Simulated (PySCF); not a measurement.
C₄H₉Br.
SMILES with atom numbers: `[CH3:1][CH2:2][CH2:3][CH2:4][Br:5]` (hydrogens: H6, H7, H8 on C1; H9, H10 on C2; H11, H12 on C3; H13, H14 on C4)

Computed by this run: PySCF, PBE0-D3(BJ)/def2-SVP geometry optimisation, gas phase; density fitting, grid level 1; the optimiser is geomeTRIC in internal coordinates, started from an MMFF94s structure.

Step 0: E = -74316.9575 eV
```
atom  x, y, z in Å  |  force x, y, z in eV/Å
C1     -1.9543   -0.2278   -0.1915    0.131   0.188   0.262
C2     -0.6549    0.2641    0.4258   -0.078  -0.345  -0.494
C3      0.5601   -0.2244   -0.3620   -0.036   0.398   0.577
C4      1.8519    0.2731    0.2639   -0.178  -0.375  -0.529
Br5     3.3738   -0.3691   -0.7665    0.150   0.056   0.071
H6     -1.9920   -1.3217   -0.2069   -0.041  -0.218  -0.043
H7     -2.0625    0.1346   -1.2188   -0.052   0.033  -0.218
H8     -2.8097    0.1334    0.3879   -0.235   0.015   0.039
H9     -0.5930   -0.0884    1.4620    0.074  -0.010   0.252
H10    -0.6632    1.3600    0.4557    0.062   0.244   0.075
H11     0.5581   -1.3212   -0.3964    0.067  -0.164  -0.003
H12     0.4881    0.1235   -1.4002    0.057   0.058  -0.158
H13     1.9133    1.3648    0.2643    0.037   0.153   0.020
H14     1.9843   -0.1011    1.2828    0.045  -0.033   0.149
```

**Question.** Estimate the geometry and energy of step 1. (The exact step hangs on the optimiser's Hessian estimate; all steps are aligned on step 0, rigid shifts and turns removed.)

**Answer.** E = -74316.9772 eV, largest force 0.113 eV/Å
```
atom  x, y, z in Å  |  force x, y, z in eV/Å
C1     -1.9702   -0.2248   -0.1853    0.010  -0.015  -0.020
C2     -0.6610    0.2602    0.4186   -0.005   0.041   0.057
C3      0.5621   -0.2195   -0.3562   -0.067  -0.056  -0.072
C4      1.8590    0.2620    0.2492   -0.004   0.061   0.082
Br5     3.4080   -0.3557   -0.7513    0.013  -0.003  -0.002
H6     -2.0128   -1.3263   -0.2078   -0.010   0.031  -0.004
H7     -2.0848    0.1312   -1.2224   -0.007  -0.014   0.028
H8     -2.8398    0.1319    0.3891    0.041  -0.009  -0.017
H9     -0.5880   -0.0815    1.4671    0.004   0.016  -0.022
H10    -0.6590    1.3645    0.4595    0.007  -0.027   0.007
H11     0.5689   -1.3218   -0.3956   -0.004  -0.001  -0.016
H12     0.4998    0.1274   -1.4015    0.000  -0.014  -0.005
H13     1.9236    1.3593    0.2607    0.013  -0.020   0.003
H14     1.9942   -0.1067    1.2758    0.010   0.009  -0.019
```

The energy changes by -0.0197 eV. The first-order estimate −F·Δx gives -0.0434 eV and the mean of the old and new forces, exact on a quadratic surface, -0.0197 eV. The step makes an angle of 64° with the force vector and moves no atom by more than 0.040 Å.

The cost below is that of the whole optimisation. Cost: about 21 s of CPU time on one thread; the machine was shared, so the figure is rough.
